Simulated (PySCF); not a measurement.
Method: ωB97X-D3(BJ)/def2-TZVP // PBE0-D3(BJ)/def2-SVP (PySCF 2.14.0). All species are isolated molecules in the gas phase. One relaxed conformer stands for a flexible species; it need not be the lowest. Excitations are Tamm–Dancoff values on a coarser integration grid. The basis has no diffuse functions, so Rydberg states are missing or too high.

Reference species (SMILES): `FC(F)(F)/C=C/c1ccccc1` (C–C–C–C torsion 180°) (neutral, multiplicity 1).

The S1 excitation (TDA) is 5.21 eV and the brightest of the four lowest singlets (TDA) is 7.02 eV. The S1–T1 gap (TDA) comes out as 1.88 eV.

Changed species: `C=Cc1cccc(C(F)(F)F)c1` (C–C–C–C torsion 180°).

Question: Predict the effect on the S1 excitation (TDA), brightest of the four lowest singlets (TDA) and S1–T1 gap (TDA).

Answer: the S1 excitation (TDA) decreases by 0.03 eV, to 5.18 eV; the brightest of the four lowest singlets (TDA) stays essentially unchanged; the S1–T1 gap (TDA) falls by 0.05 eV, to 1.83 eV.
